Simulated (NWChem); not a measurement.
**Correlation energy of iodine monochloride (ClI)**

```
Cl
I 1 2.3873
```
Charge 0, spin multiplicity 1.

Everything below was run with NWChem. All single points use one geometry, from B3LYP/def2-SVP with def2 effective core potentials on I, a minimum by its harmonic frequencies.

Basis set: def2-TZVP. Each correlation energy counts from its own Hartree-Fock reference.

| method | correlation energy (mHa) | difference from CCSD(T) |
|---|---|---|
| MP2 | -678.7 | +10.0 |
| SCS-MP2 | -617.7 | +71.0 |
| CR-CCSD[T] | -684.3 | +4.4 |
| CR-CCSD(T) | -683.9 | +4.7 |
| CCSD | -669.4 | +19.3 |
| CCSD+T(CCSD) | -689.1 | -0.4 |
| CCSD(T) | -688.7 | 0.0 |

The values span 71.5 mHa, from CCSD+T(CCSD) (lowest) to SCS-MP2 (highest). 

Effective core potentials replace the inner electrons of I; spin-orbit coupling is left out. The correlated methods keep 9 core orbitals frozen. Differences from the coupled-cluster row are differences between methods, not errors against experiment.
